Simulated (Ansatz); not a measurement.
The same path of F2H2O2Si + H2S (10 atoms, charge 0, multiplicity 1) was run twice with different band settings. Lost on the way: Si1–O2, S8–H10. Made: Si1–S8, O2–H10.

Level of theory: Ansatz, RKS revPBE/def2-SVP.

Relaxed end points:

```xyz
10
Properties=species:S:1:pos:R:3
Si -0.205 -0.463 -0.012
O -0.421 -0.158 1.599
H -1.286 0.219 1.836
O 1.394 -0.220 -0.351
H 1.743 -0.744 -1.092
F -1.187 0.495 -0.890
F -0.619 -1.987 -0.412
S 2.131 2.610 2.119
H 2.525 1.917 1.016
H 1.336 1.573 2.504
```

```xyz
10
Properties=species:S:1:pos:R:3
Si 0.182 0.519 -0.601
O 0.831 -0.618 2.558
H -0.077 -0.874 2.811
O 1.057 -0.798 -0.162
H 1.073 -0.915 0.831
F 0.446 0.776 -2.184
F -1.427 0.321 -0.408
S 0.599 2.287 0.574
H 1.944 2.183 0.375
H 0.784 0.362 2.523
```

Common settings: movable images 5; climbing image yes; optimiser quadratic models (default); start path through a guess of the saddle point; force threshold 0.03 eV/Å; iteration limit 60; end points relaxed.

| run | spring |
| --- | --- |
| 1 | 5.0 eV/Å² |
| 2 | 50.0 eV/Å² |

(1) What does each run give, and how far can it be trusted?

Answers

(1) Run 1: converged after 23 iterations, highest image 1.074 eV above the first end. A vibrational analysis at the climbing image gives one clearly imaginary mode, 699i cm⁻¹: a first-order saddle point.
Run 2: converged after 28 iterations, highest image 1.074 eV above the first end. Another band between the same ends (5 images) ends at a top of the same energy, where a vibrational analysis finds 1 clearly imaginary mode.
The orbitals stay closed-shell, which can raise the energy where a bond breaks towards radicals; this wasn't checked here.
